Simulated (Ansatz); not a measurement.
Ansatz (a first-principles code) input (HF/3-21G): The .json file is the Basis Set Exchange's 3-21G.

Ansatz 0.2 input:
```yaml
crystal:
  periodic: [false, false, false]
  atoms:
    - {symbol: C, position_ang: [-0.77442809, -1.32108752, -0.33109670]}
    - {symbol: B, position_ang: [-0.00189234, -0.00322811, -0.00080904]}
    - {symbol: N, position_ang: [-0.63838151, 1.01362505, 0.77667856]}
    - {symbol: N, position_ang: [1.33364815, 0.17242190, -0.47942631]}
    - {symbol: H, position_ang: [-1.78272419, -1.50635892, 0.00395856]}
    - {symbol: H, position_ang: [-0.34328594, -2.12037605, -0.91290666]}
    - {symbol: H, position_ang: [-0.19737618, 1.87696579, 1.02065213]}
    - {symbol: H, position_ang: [-1.56974691, 0.91884213, 1.12428426]}
    - {symbol: H, position_ang: [1.80350526, -0.52007658, -1.02434391]}
    - {symbol: H, position_ang: [1.87879173, 0.99134067, -0.30178469]}
basis:
  gaussian:
    orbitals: 3-21G.json
hamiltonian:
  xc: {name: HF}
magnetization: {spin_polarized: true, initial_magnetization: 1}
phonons: {temperatures: {t_min: 298.15, t_max: 298.15, t_step: 100}}
```

Output:

```
Functional definition: HF
integrals: 0.01 GiB planned
687 factors; integrals over basis functions are off by at most 6.5e-4 eV
mean field: 0.14 GiB planned
mean field evaluation 1: about -4733.0818 eV, gradient 2.4e1 eV
mean field evaluation 2: about -4733.2414 eV, gradient 2.4e1 eV
mean field evaluation 4: about -4735.9511 eV, gradient 2.1e0 eV
mean field evaluation 8: about -4735.9955 eV, gradient 1.1e-1 eV
mean field -4735.99573714 eV, -174.0446331668 hartree, gradient 1.1e-5 eV, S^2 0.759901; 0 other end points of the search recorded, 0 dependent functions left out
the calculation of the forces begins
reference -4735.99573714 eV, -174.0446331668 hartree; 16, 15 occupied and 32, 33 virtual orbitals, 687 factors
these checks for a lower state are left out or cut short: stability, starts, cluster_reference, orbital_swaps, neighbouring_geometries, increment
integrals: 0.01 GiB planned
687 factors; integrals over basis functions are off by at most 6.5e-4 eV
mean field: 0.14 GiB planned
mean field evaluation 16: about -4735.7998 eV, gradient 4.8e-1 eV
mean field -4735.99560715 eV, -174.0446283895 hartree, gradient 2.8e-6 eV, S^2 0.759917; 0 other end points of the search recorded, 0 dependent functions left out
the calculation of the forces begins
reference -4735.99560715 eV, -174.0446283895 hartree; 16, 15 occupied and 32, 33 virtual orbitals, 687 factors
these checks for a lower state are left out or cut short: stability, starts, cluster_reference, orbital_swaps, neighbouring_geometries, increment
integrals: 0.01 GiB planned
687 factors; integrals over basis functions are off by at most 6.5e-4 eV
mean field: 0.14 GiB planned
mean field evaluation 32: about -4735.9956 eV, gradient 2.7e-6 eV
mean field -4735.99561202 eV, -174.0446285685 hartree, gradient 2.8e-6 eV, S^2 0.759886; 0 other end points of the search recorded, 0 dependent functions left out
the calculation of the forces begins
reference -4735.99561202 eV, -174.0446285685 hartree; 16, 15 occupied and 32, 33 virtual orbitals, 687 factors
these checks for a lower state are left out or cut short: stability, starts, cluster_reference, orbital_swaps, neighbouring_geometries, increment
integrals: 0.01 GiB planned
687 factors; integrals over basis functions are off by at most 6.5e-4 eV
mean field: 0.14 GiB planned
mean field -4735.99559458 eV, -174.0446279278 hartree, gradient 2.8e-6 eV, S^2 0.759912; 0 other end points of the search recorded, 0 dependent functions left out
the calculation of the forces begins
reference -4735.99559458 eV, -174.0446279278 hartree; 16, 15 occupied and 32, 33 virtual orbitals, 687 factors
these checks for a lower state are left out or cut short: stability, starts, cluster_reference, orbital_swaps, neighbouring_geometries, increment
integrals: 0.01 GiB planned
687 factors; integrals over basis functions are off by at most 6.5e-4 eV
mean field: 0.14 GiB planned
mean field -4735.99559682 eV, -174.0446280101 hartree, gradient 2.8e-6 eV, S^2 0.759891; 0 other end points of the search recorded, 0 dependent functions left out
the calculation of the forces begins
reference -4735.99559682 eV, -174.0446280101 hartree; 16, 15 occupied and 32, 33 virtual orbitals, 687 factors
these checks for a lower state are left out or cut short: stability, starts, cluster_reference, orbital_swaps, neighbouring_geometries, increment
integrals: 0.01 GiB planned
687 factors; integrals over basis functions are off by at most 6.5e-4 eV
mean field: 0.14 GiB planned
mean field -4735.99548906 eV, -174.0446240499 hartree, gradient 2.8e-6 eV, S^2 0.759900; 0 other end points of the search recorded, 0 dependent functions left out
the calculation of the forces begins
reference -4735.99548906 eV, -174.0446240499 hartree; 16, 15 occupied and 32, 33 virtual orbitals, 687 factors
these checks for a lower state are left out or cut short: stability, starts, cluster_reference, orbital_swaps, neighbouring_geometries, increment
integrals: 0.01 GiB planned
687 factors; integrals over basis functions are off by at most 6.5e-4 eV
mean field: 0.14 GiB planned
mean field evaluation 64: about -4735.9942 eV, gradient 4.7e-1 eV
mean field -4735.99549020 eV, -174.0446240917 hartree, gradient 2.8e-6 eV, S^2 0.759903; 0 other end points of the search recorded, 0 dependent functions left out
the calculation of the forces begins
reference -4735.99549020 eV, -174.0446240917 hartree; 16, 15 occupied and 32, 33 virtual orbitals, 687 factors
these checks for a lower state are left out or cut short: stability, starts, cluster_reference, orbital_swaps, neighbouring_geometries, increment
integrals: 0.01 GiB planned
687 factors; integrals over basis functions are off by at most 6.5e-4 eV
mean field: 0.14 GiB planned
[...]
integrals: 0.01 GiB planned
687 factors; integrals over basis functions are off by at most 6.5e-4 eV
mean field: 0.14 GiB planned
mean field evaluation 96: about -4735.9957 eV, gradient 5.6e-5 eV
mean field -4735.99572068 eV, -174.0446325619 hartree, gradient 2.8e-6 eV, S^2 0.759901; 0 other end points of the search recorded, 0 dependent functions left out
the calculation of the forces begins
reference -4735.99572068 eV, -174.0446325619 hartree; 16, 15 occupied and 32, 33 virtual orbitals, 687 factors
these checks for a lower state are left out or cut short: stability, starts, cluster_reference, orbital_swaps, neighbouring_geometries, increment
integrals: 0.01 GiB planned
687 factors; integrals over basis functions are off by at most 6.5e-4 eV
mean field: 0.14 GiB planned
mean field -4735.99571987 eV, -174.0446325321 hartree, gradient 2.8e-6 eV, S^2 0.759902; 0 other end points of the search recorded, 0 dependent functions left out
the calculation of the forces begins
reference -4735.99571987 eV, -174.0446325321 hartree; 16, 15 occupied and 32, 33 virtual orbitals, 687 factors
these checks for a lower state are left out or cut short: stability, starts, cluster_reference, orbital_swaps, neighbouring_geometries, increment
integrals: 0.01 GiB planned
687 factors; integrals over basis functions are off by at most 6.5e-4 eV
mean field: 0.14 GiB planned
mean field -4735.99567729 eV, -174.0446309673 hartree, gradient 2.8e-6 eV, S^2 0.759873; 0 other end points of the search recorded, 0 dependent functions left out
the calculation of the forces begins
reference -4735.99567729 eV, -174.0446309673 hartree; 16, 15 occupied and 32, 33 virtual orbitals, 687 factors
these checks for a lower state are left out or cut short: stability, starts, cluster_reference, orbital_swaps, neighbouring_geometries, increment
integrals: 0.01 GiB planned
687 factors; integrals over basis functions are off by at most 6.5e-4 eV
mean field: 0.14 GiB planned
mean field -4735.99567823 eV, -174.0446310018 hartree, gradient 2.8e-6 eV, S^2 0.759930; 0 other end points of the search recorded, 0 dependent functions left out
the calculation of the forces begins
reference -4735.99567823 eV, -174.0446310018 hartree; 16, 15 occupied and 32, 33 virtual orbitals, 687 factors
these checks for a lower state are left out or cut short: stability, starts, cluster_reference, orbital_swaps, neighbouring_geometries, increment
integrals: 0.01 GiB planned
687 factors; integrals over basis functions are off by at most 6.5e-4 eV
mean field: 0.14 GiB planned
mean field evaluation 128: about -4735.7999 eV, gradient 4.9e-1 eV
mean field -4735.99561412 eV, -174.0446286458 hartree, gradient 2.8e-6 eV, S^2 0.759903; 0 other end points of the search recorded, 0 dependent functions left out
the calculation of the forces begins
reference -4735.99561412 eV, -174.0446286458 hartree; 16, 15 occupied and 32, 33 virtual orbitals, 687 factors
these checks for a lower state are left out or cut short: stability, starts, cluster_reference, orbital_swaps, neighbouring_geometries, increment
integrals: 0.01 GiB planned
687 factors; integrals over basis functions are off by at most 6.5e-4 eV
mean field: 0.14 GiB planned
mean field -4735.99560999 eV, -174.0446284939 hartree, gradient 2.8e-6 eV, S^2 0.759899; 0 other end points of the search recorded, 0 dependent functions left out
the calculation of the forces begins
reference -4735.99560999 eV, -174.0446284939 hartree; 16, 15 occupied and 32, 33 virtual orbitals, 687 factors
these checks for a lower state are left out or cut short: stability, starts, cluster_reference, orbital_swaps, neighbouring_geometries, increment
integrals: 0.01 GiB planned
687 factors; integrals over basis functions are off by at most 6.5e-4 eV
mean field: 0.14 GiB planned
mean field -4735.99570831 eV, -174.0446321071 hartree, gradient 2.8e-6 eV, S^2 0.759901; 0 other end points of the search recorded, 0 dependent functions left out
the calculation of the forces begins
reference -4735.99570831 eV, -174.0446321071 hartree; 16, 15 occupied and 32, 33 virtual orbitals, 687 factors
these checks for a lower state are left out or cut short: stability, starts, cluster_reference, orbital_swaps, neighbouring_geometries, increment
integrals: 0.01 GiB planned
687 factors; integrals over basis functions are off by at most 6.5e-4 eV
mean field: 0.14 GiB planned
mean field evaluation 160: about -4735.9957 eV, gradient 8.3e-4 eV
mean field -4735.99571020 eV, -174.0446321767 hartree, gradient 2.8e-6 eV, S^2 0.759901; 0 other end points of the search recorded, 0 dependent functions left out
the calculation of the forces begins
reference -4735.99571020 eV, -174.0446321767 hartree; 16, 15 occupied and 32, 33 virtual orbitals, 687 factors
these checks for a lower state are left out or cut short: stability, starts, cluster_reference, orbital_swaps, neighbouring_geometries, increment
integrals: 0.01 GiB planned
687 factors; integrals over basis functions are off by at most 6.5e-4 eV
mean field: 0.14 GiB planned
mean field -4735.99571340 eV, -174.0446322942 hartree, gradient 2.8e-6 eV, S^2 0.759901; 0 other end points of the search recorded, 0 dependent functions left out
the calculation of the forces begins
reference -4735.99571340 eV, -174.0446322942 hartree; 16, 15 occupied and 32, 33 virtual orbitals, 687 factors
these checks for a lower state are left out or cut short: stability, starts, cluster_reference, orbital_swaps, neighbouring_geometries, increment
integrals: 0.01 GiB planned
687 factors; integrals over basis functions are off by at most 6.5e-4 eV
mean field: 0.14 GiB planned
mean field -4735.99571532 eV, -174.0446323648 hartree, gradient 2.8e-6 eV, S^2 0.759901; 0 other end points of the search recorded, 0 dependent functions left out
the calculation of the forces begins
reference -4735.99571532 eV, -174.0446323648 hartree; 16, 15 occupied and 32, 33 virtual orbitals, 687 factors
these checks for a lower state are left out or cut short: stability, starts, cluster_reference, orbital_swaps, neighbouring_geometries, increment
integrals: 0.01 GiB planned
687 factors; integrals over basis functions are off by at most 6.5e-4 eV
mean field: 0.14 GiB planned
mean field evaluation 192: about -4735.9957 eV, gradient 5.6e-5 eV
mean field -4735.99565801 eV, -174.0446302589 hartree, gradient 2.8e-6 eV, S^2 0.759901; 0 other end points of the search recorded, 0 dependent functions left out
the calculation of the forces begins
reference -4735.99565801 eV, -174.0446302589 hartree; 16, 15 occupied and 32, 33 virtual orbitals, 687 factors
these checks for a lower state are left out or cut short: stability, starts, cluster_reference, orbital_swaps, neighbouring_geometries, increment
integrals: 0.01 GiB planned
687 factors; integrals over basis functions are off by at most 6.5e-4 eV
mean field: 0.14 GiB planned
mean field -4735.99565658 eV, -174.0446302063 hartree, gradient 2.8e-6 eV, S^2 0.759902; 0 other end points of the search recorded, 0 dependent functions left out
the calculation of the forces begins
reference -4735.99565658 eV, -174.0446302063 hartree; 16, 15 occupied and 32, 33 virtual orbitals, 687 factors
Total energy: -4735.99573714 eV, -174.0446331668 hartree
Atom 0 at    -0.774428    -1.321088    -0.331097 Å, force    -0.000911    -0.001554    -0.000390 eV/Å
Atom 1 at    -0.001892    -0.003228    -0.000809 Å, force    -0.000313    -0.000534    -0.000134 eV/Å
Atom 2 at    -0.638382     1.013625     0.776679 Å, force     0.002011     0.000198    -0.000754 eV/Å
Atom 3 at     1.333648     0.172422    -0.479426 Å, force    -0.001021     0.001491     0.001177 eV/Å
Atom 4 at    -1.782724    -1.506359     0.003959 Å, force    -0.000187     0.000113     0.000136 eV/Å
Atom 5 at    -0.343286    -2.120376    -0.912907 Å, force     0.000218    -0.000060    -0.000123 eV/Å
Atom 6 at    -0.197376     1.876966     1.020652 Å, force    -0.000468     0.000477     0.000437 eV/Å
Atom 7 at    -1.569747     0.918842     1.124284 Å, force     0.000464    -0.000259    -0.000326 eV/Å
Atom 8 at     1.803505    -0.520077    -1.024344 Å, force    -0.000521     0.000162     0.000302 eV/Å
Atom 9 at     1.878792     0.991341    -0.301785 Å, force     0.000728    -0.000033    -0.000325 eV/Å
Dipole moment:     0.110312     0.188179     0.047162 e Å
Vibrations: 212.32 345.93 398.82 438.70 496.77 571.03 589.91 648.02 753.24 817.75 885.57 987.72 1015.61 1427.80 1503.48 1603.26 1815.86 1830.44 3259.97 3334.68 3747.74 3749.62 3843.95 3844.12 cm⁻¹, zero-point energy 2.363282 eV
```

The blocks after the first are displaced geometries, from whose forces the wavenumbers follow.
